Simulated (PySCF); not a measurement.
Simulated outer-valence photoelectron spectrum of `BrC1CC1`. Computed with EOM-IP-CCSD/aug-cc-pVDZ in PySCF, restricted Hartree–Fock reference, 12 core orbitals frozen, non-relativistic, gas phase, PBE0-D3(BJ)/def2-SVP geometry.

Each root has a Gaussian of 0.4 eV full width with its one-hole share as area; cross sections and vibrations are left out, and the highest printed point is 100.

ionisation energy (eV), intensity and a bar:
```
      9.2          1 
      9.4         13 ####
      9.6         69 #####################
      9.8         99 ##############################
     10.0         83 #########################
     10.2        100 ##############################
     10.4         45 ##############
     10.6          5 ##
     10.8          0 
     11.0          0 
     11.2          7 ##
     11.4         53 ################
     11.6         97 #############################
     11.8         47 ##############
     12.0         40 ############
     12.2         94 ############################
     12.4         63 ###################
     12.6         22 #######
     12.8         66 ####################
     13.0         98 #############################
     13.2         74 ######################
     13.4         99 ##############################
     13.6         57 #################
     13.8          8 ###
     14.0          0 
     14.2          0 
     14.4          0 
     14.6          0 
     14.8          0 
     15.0          0 
     15.2          0 
     15.4          0 
     15.6          8 ##
     15.8         55 ################
     16.0         95 #############################
     16.2         42 ############
     16.4          5 #
     16.6          3 #
     16.8         33 ##########
     17.0         91 ###########################
     17.2         64 ###################
     17.4         11 ###
     17.6          0
```

**Question.** Where are the maxima, and how many lines lie under the curve?

**Answer.** 8 maxima, at 9.8, 10.2, 11.6, 12.2, 13.0, 13.4, 16.0 and 17.1 eV, from 8 lines.

**Question.** List the lines with their holes.

**Answer.** 
```
E (eV)  leading hole (HF orbital)  area  Koopmans (eV)
  9.74                       HOMO  0.96          10.39
 10.19                     HOMO-1  0.96          10.82
 11.59                     HOMO-2  0.96          12.36
 12.24                     HOMO-3  0.95          13.31
 12.95                     HOMO-4  0.96          13.78
 13.42                     HOMO-5  0.96          14.46
 15.98                     HOMO-6  0.94          17.33
 17.05                     HOMO-7  0.94          18.59
```

The widest gap, 2.56 eV, lies between 13.42 and 15.98 eV. Only orbitals with −ε under 21 eV, eight at most, were ionised, so the high end of the curve may lack lines.
